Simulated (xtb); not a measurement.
CH₅N₂ (SMILES NC=[NH2+]), charge +1, singlet, from a rough starting geometry; GFN2-xTB run with xtb.

xtb was given this input:
```
$ xtb mol.xyz --gfn 2 --chrg 1 --opt vtight --json

# file mol.xyz
8

N      1.10994430     0.21670539     0.02963545
C     -0.01697370    -0.43648657     0.14887501
N     -1.16897016     0.09329594    -0.19430991
H      1.20768576     1.09955910    -0.29765749
H      1.96001797    -0.27261081     0.27268888
H     -0.02560143    -1.42150073     0.55686469
H     -1.23242981     1.04981167    -0.50964357
H     -2.09182372    -0.42186385    -0.05013906
```

It wrote (shortened):

```
   ID    Z sym.   atoms
    1    7 N      1, 3
    2    6 C      2
    3    1 H      4-8

           -------------------------------------------------
          |                Calculation Setup                |
           -------------------------------------------------

           -------------------------------------------------
          |                 G F N 2 - x T B                 |
           -------------------------------------------------

          ...................................................
          :                      SETUP                      :
          :.................................................:
          :  # basis functions                  17          :
          :  # atomic orbitals                  17          :
          :  # shells                           11          :
          :  # electrons                        18          :
          :  max. iterations                   250          :
          :  Hamiltonian                  GFN2-xTB          :
          :  restarted?                      false          :
          :  GBSA solvation                  false          :
          :  PC potential                    false          :
          :  electronic temp.          300.0000000     K    :
          :  accuracy                    1.0000000          :
          :  -> integral cutoff          0.2500000E+02      :
          :  -> integral neglect         0.1000000E-07      :
          :  -> SCF convergence          0.1000000E-05 Eh   :
          :  -> wf. convergence          0.1000000E-03 e    :
          :  Broyden damping             0.4000000          :
          :  net charge                          1          :
          :  unpaired electrons                  0          :
          ...................................................

 iter      E             dE          RMSdq      gap      omega  full diag
   1    -10.2043821 -0.102044E+02  0.456E+00    4.25       0.0  T
   2    -10.2472467 -0.428646E-01  0.288E+00    5.49       1.0  T
   3    -10.2545640 -0.731728E-02  0.152E+00    5.05       1.0  T
   4    -10.2550973 -0.533272E-03  0.277E-01    5.22       1.0  T
   5    -10.2551763 -0.789657E-04  0.542E-02    5.19       1.0  T
   6    -10.2551860 -0.969245E-05  0.229E-02    5.19       1.5  T
   7    -10.2551860 -0.556775E-07  0.602E-03    5.18       5.9  T
   8    -10.2551862 -0.158388E-06  0.138E-03    5.18      25.7  T
   9    -10.2551862 -0.350291E-08  0.142E-04    5.18     248.4  T
  10    -10.2551862 -0.656346E-10  0.459E-05    5.18     769.6  T

   *** convergence criteria satisfied after 10 iterations ***

         :::::::::::::::::::::::::::::::::::::::::::::::::::::
         ::                     SUMMARY                     ::
         :::::::::::::::::::::::::::::::::::::::::::::::::::::
         :: total energy             -10.090462713858 Eh    ::
         :: gradient norm              0.117933785009 Eh/a0 ::
         :: HOMO-LUMO gap              5.184403522848 eV    ::
         ::.................................................::
         :: SCC energy               -10.255185980616 Eh    ::
         :: -> isotropic ES            0.114120940410 Eh    ::
         :: -> anisotropic ES         -0.014548762130 Eh    ::
         :: -> anisotropic XC          0.010416641976 Eh    ::
         :: -> dispersion             -0.001950466588 Eh    ::
         :: repulsion energy           0.164723266758 Eh    ::
         :: add. restraining           0.000000000000 Eh    ::
         :: total charge               1.000000000000 e     ::
         :::::::::::::::::::::::::::::::::::::::::::::::::::::

      -----------------------------------------------------------
     |                   =====================                   |
     |                        A N C O P T                        |
     |                   =====================                   |
     |               Approximate Normal Coordinate               |
     |                Rational Function Optimizer                |
      -----------------------------------------------------------
      -----------------------------------------------------------
     |                   =====================                   |
     |                        A N C O P T                        |
     |                   =====================                   |
     |               Approximate Normal Coordinate               |
     |                Rational Function Optimizer                |
      -----------------------------------------------------------

          ...................................................
          :                      SETUP                      :
          :.................................................:
          :   optimization level         verytight          :
          :   max. optcycles                   200          :
          :   ANC micro-cycles                  20          :
          :   degrees of freedom                18          :
          :.................................................:
          :   RF solver                   davidson          :
          :   write xtbopt.log                true          :
          :   linear?                        false          :
          :   energy convergence         0.1000000E-06 Eh   :
          :   grad. convergence          0.2000000E-03 Eh/α :
          :   maxmium RF displ.          1.0000000          :
          :   Hlow (freq-cutoff)         0.1000000E-01      :
          :   Hmax (freq-cutoff)         5.0000000          :
          :   S6 in model hess.         20.0000000          :
          ...................................................

generating ANC from exact Hessian ...
Using Lindh-Hessian (1995)
 Shifting diagonal of input Hessian by    0.0000000000000000
 Lowest  eigenvalues of input Hessian
    0.000000    0.000000    0.000000    0.000000    0.000000    0.000000
    0.022042    0.025605    0.048962    0.067939    0.107037    0.129864
[...]
 * total energy  :   -10.0904627 Eh     change       -0.2870593E-11 Eh
 * total energy  :   -10.0968757 Eh     change       -0.6412948E-02 Eh
 * total energy  :   -10.0975160 Eh     change       -0.6403020E-03 Eh
 * total energy  :   -10.0976172 Eh     change       -0.1012600E-03 Eh
 * total energy  :   -10.0976551 Eh     change       -0.3790601E-04 Eh
 * total energy  :   -10.0976625 Eh     change       -0.7365415E-05 Eh
 * total energy  :   -10.0976658 Eh     change       -0.3353491E-05 Eh
 * total energy  :   -10.0976666 Eh     change       -0.7050464E-06 Eh
 * total energy  :   -10.0976666 Eh     change       -0.7822571E-07 Eh
   *** GEOMETRY OPTIMIZATION CONVERGED AFTER 9 ITERATIONS ***
[...]
          :  -> SCF convergence          0.1000000E-05 Eh   :
          :  -> wf. convergence          0.1000000E-03 e    :
          :  Broyden damping             0.4000000          :
          :  net charge                          1          :
          :  unpaired electrons                  0          :
          ...................................................

 iter      E             dE          RMSdq      gap      omega  full diag
   1    -10.2557024 -0.102557E+02  0.471E-05    5.34       0.0  T
   2    -10.2557024 -0.307310E-12  0.261E-05    5.34    1353.6  T
   3    -10.2557024 -0.390799E-13  0.508E-06    5.34    6956.8  T

   *** convergence criteria satisfied after 3 iterations ***

         :::::::::::::::::::::::::::::::::::::::::::::::::::::
         ::                     SUMMARY                     ::
         :::::::::::::::::::::::::::::::::::::::::::::::::::::
         :: total energy             -10.097666632502 Eh    ::
         :: gradient norm              0.000117292869 Eh/a0 ::
         :: HOMO-LUMO gap              5.335762537559 eV    ::
         ::.................................................::
         :: SCC energy               -10.255702222020 Eh    ::
         :: -> isotropic ES            0.114051345799 Eh    ::
         :: -> anisotropic ES         -0.014703005833 Eh    ::
         :: -> anisotropic XC          0.010451810540 Eh    ::
         :: -> dispersion             -0.001951692608 Eh    ::
         :: repulsion energy           0.158035589518 Eh    ::
         :: add. restraining           0.000000000000 Eh    ::
         :: total charge               1.000000000000 e     ::
         :::::::::::::::::::::::::::::::::::::::::::::::::::::

           -------------------------------------------------
          |                Property Printout                |
           -------------------------------------------------

    * Orbital Energies and Occupations

         #    Occupation            Energy/Eh            Energy/eV
      -------------------------------------------------------------
         1        2.0000           -0.9188093             -25.0021
         2        2.0000           -0.8763732             -23.8473
         3        2.0000           -0.8242924             -22.4301
         4        2.0000           -0.8009583             -21.7952
         5        2.0000           -0.7817979             -21.2738
         6        2.0000           -0.7588282             -20.6488
         7        2.0000           -0.7422959             -20.1989
         8        2.0000           -0.7029675             -19.1287
         9        2.0000           -0.6556382             -17.8408 (HOMO)
        10                         -0.4595526             -12.5051 (LUMO)
        11                         -0.2176345              -5.9221
        12                         -0.1569747              -4.2715
        13                         -0.1189759              -3.2375
        14                         -0.0022270              -0.0606
        15                          0.0259787               0.7069
        16                          0.2371594               6.4534
        17                          0.2886887               7.8556
      -------------------------------------------------------------
                  HL-Gap            0.1960857 Eh            5.3358 eV
             Fermi-level           -0.5575954 Eh          -15.1729 eV

     #   Z          covCN         q      C6AA      α(0)
     1   7 N        2.641    -0.148    24.219     7.309
     2   6 C        2.746     0.147    24.783     8.151
     3   7 N        2.641    -0.148    24.219     7.309
     4   1 H        0.860     0.246     0.901     1.487
     5   1 H        0.860     0.256     0.859     1.452
     6   1 H        0.925     0.145     1.422     1.865
     7   1 H        0.860     0.246     0.901     1.487
     8   1 H        0.860     0.256     0.859     1.452

 Mol. C6AA /au·bohr⁶  :        389.470015
 Mol. C8AA /au·bohr⁸  :       8111.276278
 Mol. α(0) /au        :         30.510690

Wiberg/Mayer (AO) data.
largest (>0.10) Wiberg bond orders for each atom

 ---------------------------------------------------------------------------
     #   Z sym  total        # sym  WBO       # sym  WBO       # sym  WBO
 ---------------------------------------------------------------------------
     1   7 N    3.546 --     2 C    1.504     5 H    0.917     4 H    0.914
                             3 N    0.193
     2   6 C    3.941 --     1 N    1.504     3 N    1.504     6 H    0.932
     3   7 N    3.546 --     2 C    1.504     8 H    0.917     7 H    0.914
                             1 N    0.193
     4   1 H    0.940 --     1 N    0.914
     5   1 H    0.934 --     1 N    0.917
     6   1 H    0.979 --     2 C    0.932
     7   1 H    0.940 --     3 N    0.914
     8   1 H    0.934 --     3 N    0.917
 ---------------------------------------------------------------------------

Topologies differ in total number of bonds
Writing topology from bond orders to xtbtopo.mol

molecular dipole:
                 x           y           z       tot (Debye)
 q only:       -0.061       0.083      -0.050
   full:       -0.061       0.132      -0.069       0.409
molecular quadrupole (traceless):
                xx          xy          yy          xz          yz          zz
 q only:        6.621       0.418      -1.148       1.119      -1.932      -5.473
  q+dip:        7.085       0.491      -0.175       1.322      -3.009      -6.911
   full:        6.871       0.456      -0.598       1.232      -2.535      -6.273

optimized geometry written to: xtbopt.xyz

           -------------------------------------------------
          | TOTAL ENERGY              -10.097666632502 Eh   |
          | GRADIENT NORM               0.000117292869 Eh/α |
          | HOMO-LUMO GAP               5.335762537559 eV   |
           -------------------------------------------------

normal termination of xtb
```
